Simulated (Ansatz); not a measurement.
Consider the redistribution: `[CH3][Ge]([NH2])([F])[F]` + `C[O][Ti]([F])([SH])[Cl]` → `C[O][Ge]([CH3])([NH2])[F]` + `[F][Ti]([F])([SH])[Cl]`.

Isolated molecules relaxed with PBE0-D4/def2-TZVP in Ansatz; ΔE leaves out vibrations. CCSD(T)/CBS adds triple-zeta CCSD(T) − MP2 to the extrapolated MP2 energy (def2 sets, frozen cores). Functionals use def2-TZVPP. For Ge, Ti outer-core shells are correlated without core-valence functions, which leaves a few kJ/mol of doubt a bond. Scalar relativity is left out up to krypton. One conformer a species, not always the lowest.

(1) Is it downhill or uphill in electronic energy at CCSD(T)/CBS, and by how much? (Best estimate.)

(2) What do these levels give: ωB97X-V, HF/def2-TZVPP, MP2/def2-TZVPP, HF/def2-QZVPP, MP2/def2-QZVPP, SCS-MP2/def2-QZVPP? (An estimate is asked.)

Largest T1 diagnostic among the species: 0.025, so the coupled-cluster value is less sure than usual.

Results:

(1) Ansatz gave: Uphill: ΔE = +25.8 kJ/mol.

(2) Computed: ωB97X-V 17.2, HF/def2-TZVPP 27.1, MP2/def2-TZVPP 30.1, HF/def2-QZVPP 26.7, MP2/def2-QZVPP 30.6, SCS-MP2/def2-QZVPP 28.5 kJ/mol.
